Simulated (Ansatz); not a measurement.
`F[Si](F)(F)S[Si](F)(F)F`, 9 atoms. Total charge 0; spin multiplicity 1. All runs use 3 threads of an AMD EPYC 7R13 on a shared host and a share of an NVIDIA H100 80 GB. Correlated methods freeze the cores. Open-shell runs search over several starts.

Give the basis size and wall time and peak host memory of each of these runs in Ansatz. UKS PBE-D4/def2-TZVPP energy of the cation; RKS PBE-D4/def2-TZVPP energy and forces; UKS PBE0-D4/def2-TZVPP energy of the cation; direct RPA on PBE orbitals/def2-TZVPP energy; RKS PBE0-D4/def2-QZVPP energy; UKS B2PLYP (frozen core)/def2-TZVPP energy of the cation; UKS ωB97M-V/def2-TZVPP energy of the cation; RHF-MP2/def2-QZVPP energy; RKS ωB97M-V/def2-QZVPP energy; RKS PBE0-D4/def2-TZVP frequencies; RKS B97M-V/def2-TZVPP energy; UKS B3LYP-D4/def2-TZVPP energy of the cation. (Estimate.)

Ansatz gave: Other jobs shared the machine, so times are rough.

```json
{"level": "direct RPA on PBE orbitals/def2-TZVPP", "job": "energy", "functions": "312", "wall time": "2.8 s", "peak host memory (GiB)": "1.4"}
{"level": "RKS PBE0-D4/def2-QZVPP", "job": "energy", "functions": "552", "wall time": "3.2 s", "peak host memory (GiB)": "1.1"}
{"level": "RHF-MP2/def2-QZVPP", "job": "energy", "functions": "552", "wall time": "3.3 s", "peak host memory (GiB)": "1.1"}
{"level": "RKS ωB97M-V/def2-QZVPP", "job": "energy", "functions": "552", "wall time": "3.3 s", "peak host memory (GiB)": "1.2"}
{"level": "UKS B3LYP-D4/def2-TZVPP", "job": "energy of the cation", "functions": "312", "wall time": "3.4 s", "peak host memory (GiB)": "0.91"}
{"level": "UKS PBE0-D4/def2-TZVPP", "job": "energy of the cation", "functions": "312", "wall time": "3.5 s", "peak host memory (GiB)": "0.91"}
{"level": "UKS PBE-D4/def2-TZVPP", "job": "energy of the cation", "functions": "312", "wall time": "4.6 s", "peak host memory (GiB)": "0.91"}
{"level": "RKS PBE-D4/def2-TZVPP", "job": "energy and forces", "functions": "312", "wall time": "4.8 s", "peak host memory (GiB)": "1.2"}
{"level": "UKS B2PLYP (frozen core)/def2-TZVPP", "job": "energy of the cation", "functions": "312", "wall time": "6 s", "peak host memory (GiB)": "1.4"}
{"level": "UKS ωB97M-V/def2-TZVPP", "job": "energy of the cation", "functions": "312", "wall time": "7.5 s", "peak host memory (GiB)": "1.1"}
{"level": "RKS B97M-V/def2-TZVPP", "job": "energy", "functions": "312", "wall time": "11 s", "peak host memory (GiB)": "1.3"}
{"level": "RKS PBE0-D4/def2-TZVP", "job": "frequencies", "functions": "297", "wall time": "65 s", "peak host memory (GiB)": "0.98"}
```

B3LYP here is the variant with VWN-RPA as its local correlation; programs differ in this.
